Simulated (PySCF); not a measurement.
Level of theory: PBE-D3(BJ)/def2-TZVP // B3LYP-D3(BJ)/def2-TZVP (PySCF). Gas-phase values, no solvent. Excitations are Tamm–Dancoff values on a coarser integration grid. The basis has no diffuse functions, so Rydberg states are missing or too high.

Reference species (SMILES): `[SiH3][SiH]=C` (neutral, multiplicity 1).

```yaml
LUMO: -2.34 eV
brightest of the four lowest singlets (TDA): 5.24 eV
```

Changed species: `[SiH2]1C[SiH2]1`.

### Question
Give the shifts of the LUMO and brightest of the four lowest singlets (TDA).

### Answer
the LUMO rises by 1.36 eV, to -0.98 eV; the brightest of the four lowest singlets (TDA) increases by 0.35 eV, to 5.59 eV.
